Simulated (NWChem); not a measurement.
System: SiNH2F3; SMILES F[Si](F)(F)N

```xyz
7

N     -0.0071    -1.6276     0.4278
Si     0.0000    -0.0014    -0.0011
F     -1.3083     0.3345    -0.8581
F      1.3146     0.3247    -0.8522
F      0.0012     1.0510     1.2101
H     -0.8519    -2.0897     0.7403
H      0.8323    -2.0965     0.7442
```
Atoms are numbered in this order, from 1.

Level: PBE0/def2-SVP (NWChem), optimised geometry, unscaled harmonic frequencies. 

**Question.** List the harmonic frequencies with IR intensities, and the thermochemistry.

**Answer.** 
```json
[
 {"frequency (cm⁻¹)": "76", "IR intensity (km/mol)": "8.1"},
 {"frequency (cm⁻¹)": "229", "IR intensity (km/mol)": "18.4"},
 {"frequency (cm⁻¹)": "304", "IR intensity (km/mol)": "1.8"},
 {"frequency (cm⁻¹)": "321", "IR intensity (km/mol)": "149.0"},
 {"frequency (cm⁻¹)": "332", "IR intensity (km/mol)": "16.3"},
 {"frequency (cm⁻¹)": "368", "IR intensity (km/mol)": "101.1"},
 {"frequency (cm⁻¹)": "382", "IR intensity (km/mol)": "57.5"},
 {"frequency (cm⁻¹)": "772", "IR intensity (km/mol)": "4.4"},
 {"frequency (cm⁻¹)": "791", "IR intensity (km/mol)": "11.4"},
 {"frequency (cm⁻¹)": "977", "IR intensity (km/mol)": "206.6"},
 {"frequency (cm⁻¹)": "1010", "IR intensity (km/mol)": "228.4"},
 {"frequency (cm⁻¹)": "1024", "IR intensity (km/mol)": "235.1"},
 {"frequency (cm⁻¹)": "1533", "IR intensity (km/mol)": "83.8"},
 {"frequency (cm⁻¹)": "3639", "IR intensity (km/mol)": "64.2"},
 {"frequency (cm⁻¹)": "3740", "IR intensity (km/mol)": "78.7"}
]
```

```yaml
zero_point_energy: 22.1 kcal/mol
thermal correction to the enthalpy at 298.15 K (with zero-point energy): 26.7 kcal/mol
heat capacity Cv: 20.2 cal/(mol K)
entropy at 298.15 K and 1 atm (symmetry number 1): 78.5 cal/(mol K)
dipole_moment: 3.11 D
```

Rigid rotor and harmonic oscillator; modes under 100 cm⁻¹ make the entropy uncertain.
